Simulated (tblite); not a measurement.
Species: C4H5ClF2O2.
SMILES with atom numbers: `[F:1][C@@H:2]1[O:3][CH2:4][O:5][CH2:6][C@@:7]1([F:8])[Cl:9]` (hydrogens: H10 on C2; H11, H12 on C4; H13, H14 on C6)

Computed with GFN2-xTB (tblite), gas phase: Langevin dynamics at 400 K from the optimised GFN2-xTB geometry, time step 0.5 fs, friction 0.01 fs⁻¹, 2000 steps.

Start geometry:
```
atom  x, y, z in Å
F1      0.110   -1.210    1.595
C2     -0.287   -1.229    0.272
O3      0.810   -1.214   -0.548
C4      1.548   -0.007   -0.464
O5      0.783    1.109   -0.785
C6     -0.309    1.265    0.086
C7     -1.181    0.007    0.043
F8     -2.153    0.062    0.994
Cl9    -1.964   -0.169   -1.543
H10    -0.829   -2.168    0.113
H11     2.337   -0.087   -1.212
H12     1.975    0.089    0.550
H13    -0.866    2.142   -0.249
H14     0.025    1.407    1.126
```

The statistics below take the 31 frames saved every 25 fs from 250 to 1000 fs; their kinetic temperature (all 3N coordinates) averages 387 K.

Task: How do the bond lengths spread?

Result: 
| bond | start (Å) | mean (Å) | standard deviation (Å) | shortest (Å) | longest (Å) |
| --- | --- | --- | --- | --- | --- |
| F1–C2 | 1.381 | 1.391 | 0.035 | 1.330 | 1.460 |
| C2–O3 | 1.369 | 1.375 | 0.041 | 1.300 | 1.486 |
| O3–C4 | 1.418 | 1.422 | 0.037 | 1.358 | 1.500 |
| C4–O5 | 1.390 | 1.391 | 0.033 | 1.332 | 1.494 |
| O5–C6 | 1.406 | 1.413 | 0.023 | 1.372 | 1.468 |
| C6–C7 | 1.531 | 1.537 | 0.042 | 1.476 | 1.635 |
| C7–F8 | 1.361 | 1.365 | 0.036 | 1.292 | 1.467 |
| C7–Cl9 | 1.778 | 1.788 | 0.047 | 1.681 | 1.939 |
| C2–C7 | 1.542 | 1.550 | 0.040 | 1.452 | 1.628 |
| C2–H10 | 1.096 | 1.101 | 0.030 | 1.044 | 1.161 |
| C4–H11 | 1.090 | 1.091 | 0.025 | 1.031 | 1.147 |
| C4–H12 | 1.105 | 1.120 | 0.042 | 1.041 | 1.217 |
| C6–H13 | 1.091 | 1.102 | 0.044 | 1.025 | 1.244 |
| C6–H14 | 1.102 | 1.113 | 0.048 | 1.006 | 1.217 |

Task: Give the same statistics for bond angles, one of each kind among heavy atoms.

Result: 
```
    angle  start (°)  mean (°)  standard deviation (°)  smallest (°)  largest (°)
 F1–C2–O3      110.1     110.0                     3.3         102.3        117.5
 F1–C2–C7      107.3     107.4                     4.4          99.1        114.8
 O3–C2–C7      111.5     112.6                     3.0         105.4        119.2
 C2–O3–C4      113.0     113.5                     4.5         103.1        120.0
 O3–C4–O5      112.6     112.2                     3.8         104.1        122.0
 C4–O5–C6      111.9     112.1                     3.5         106.2        119.0
 O5–C6–C7      109.5     110.2                     3.5         103.6        117.6
 C6–C7–F8      110.7     109.8                     3.4         102.9        117.0
C6–C7–Cl9      110.9     111.2                     5.5         102.1        121.2
F8–C7–Cl9      108.2     107.8                     3.7         100.0        115.0
 C2–C7–C6      108.9     110.3                     4.0         100.3        118.5
 C2–C7–F8      110.1     109.6                     2.8         104.1        115.1
C2–C7–Cl9      108.0     107.7                     2.9         103.1        116.3
```

Task: How widely does the potential energy scatter, against a harmonic estimate?

Result: Mean 0.61 eV above the start, standard deviation 0.148 eV, range 0.30 to 0.91 eV. For 36 classical harmonic modes at 400 K the canonical values are 36kT/2 = 0.62 eV and kT·√(36/2) = 0.146 eV.

The run is classical and short, so these are rough statistics of one trajectory.

The cost below is that of the whole dynamics run. On an AMD EPYC 9R45 with one thread, shared host, this took 8.0 s of wall time and 0.18 GiB of memory at its peak.
